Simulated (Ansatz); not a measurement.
Ca₂S₂. Charge 0, multiplicity 1. Geometry r2SCAN-D4/def2-TZVP.

```xyz
4

Ca    1.2075    0.1227    1.1161
Ca   -1.2058   -0.1127   -1.1190
S     1.2684   -0.5983   -1.3065
S    -1.2701    0.5883    1.3094
```

B3LYP takes the VWN-RPA correlation. The structure comes from a short search, and lower isomers may exist.

Problem. Estimate the orbital energies around the gap (eV) in Ansatz with PBE-D4/def2-SVP, r2SCAN-D4/def2-TZVP, r2SCAN-D4/def2-TZVPD, B3LYP-D4/def2-TZVP, PBE0-D4/def2-SVP.

Solution. 
```
orbital  PBE-D4/def2-SVP  r2SCAN-D4/def2-TZVP  r2SCAN-D4/def2-TZVPD  B3LYP-D4/def2-TZVP  PBE0-D4/def2-SVP
HOMO−13           -25.87               -26.96                -26.97              -28.22            -28.56
HOMO−12           -25.84               -26.95                -26.96              -28.17            -28.49
HOMO−11           -25.82               -26.93                -26.94              -28.15            -28.47
HOMO−10           -25.65               -26.74                -26.75              -27.99            -28.33
 HOMO−9           -25.64               -26.72                -26.73              -27.99            -28.32
 HOMO−8           -25.59               -26.66                -26.67              -27.93            -28.27
 HOMO−7           -13.77               -14.54                -14.56              -15.59            -15.79
 HOMO−6           -13.63               -14.41                -14.42              -15.45            -15.64
 HOMO−5            -5.07                -5.34                 -5.35               -6.02             -6.11
 HOMO−4            -4.91                -5.20                 -5.22               -5.91             -6.00
 HOMO−3            -4.49                -4.81                 -4.82               -5.45             -5.54
 HOMO−2            -4.44                -4.80                 -4.80               -5.40             -5.45
 HOMO−1            -4.27                -4.60                 -4.62               -5.24             -5.25
   HOMO            -4.19                -4.52                 -4.53               -5.11             -5.13
   LUMO            -2.03                -1.64                 -1.63               -1.91             -1.49
 LUMO+1            -1.74                -1.29                 -1.28               -1.59             -1.22
 LUMO+2            -0.53                -0.36                 -0.37               -0.31              0.31
 LUMO+3            -0.29                -0.24                 -0.24               -0.29              0.58
 LUMO+4            -0.16                -0.06                 -0.07               -0.18              0.62
 LUMO+5            -0.14                -0.02                 -0.01               -0.07              0.65
```
